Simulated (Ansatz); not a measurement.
This geometry of CH$_{5}$ClSi$_{2}$ (9 atoms, charge 0, multiplicity 1) is a first-order saddle point.

Level of theory: Ansatz, RKS CAM-B3LYP-D4/def2-SVP.

```xyz
9
Properties=species:S:1:pos:R:3
Si -0.520 0.996 -0.908
C -0.549 -0.461 0.241
Si 0.756 -1.139 1.075
Cl 2.654 -0.394 0.918
H -1.896 1.242 -1.422
H -0.050 2.238 -0.228
H 0.379 0.772 -2.076
H -1.512 -0.956 0.412
H 0.738 -2.297 1.988
```

Question: Which two structures does it join? (They come from a converged band through this point; their orientation in space is the band's.)

Answer: No bond is made or broken. The dihedral H6–Si1–C2–Si3 goes from -120 to 0°. The two ends are copies of one structure, up to a mirror image or an exchange of like atoms.

First end point:

```xyz
9
Properties=species:S:1:pos:R:3
Si -0.538 1.035 -0.871
C -0.536 -0.285 0.422
Si 0.772 -1.204 0.977
Cl 2.683 -1.014 0.278
H -1.448 0.688 -2.002
H -1.006 2.339 -0.316
H 0.837 1.219 -1.412
H -1.488 -0.526 0.911
H 0.724 -2.251 2.013
```

Last end point:

```xyz
9
Properties=species:S:1:pos:R:3
Si -0.527 0.985 -0.933
C -0.485 -0.552 0.094
Si 0.746 -1.089 1.121
Cl 2.500 -0.082 1.424
H -1.681 1.856 -0.560
H 0.730 1.759 -0.742
H -0.670 0.665 -2.384
H -1.355 -1.220 0.053
H 0.741 -2.323 1.926
```

Question: How far does it lie above each of them?

Answer: 4.6 kJ/mol above the first and 4.6 kJ/mol above the second. This is the barrier of this one path; another mechanism may lie lower.

The run took 2.1 min on 2 threads of Arm Neoverse V1, on a shared host, peak memory 0.23 GiB.
